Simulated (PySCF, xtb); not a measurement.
CH7FO2Si2, SMILES F[SiH2][C@H](O)[SiH2]O.

GFN2-xTB in xtb at its own geometry gives an orbital gap of 5.09 eV and a dipole moment of 0.80 D.

Geometry: PBE0-D3(BJ)/def2-SVP. The structure was generated by enumeration; whether it is a known compound was not checked. One conformer was computed; it need not be the lowest.

Question: What does HF/def2-TZVP in PySCF give? (Estimate from the structure and the level; the computed values follow.)

Answer: gap 13.61 eV (levels -11.09 and 2.51 eV), dipole 1.68 D.
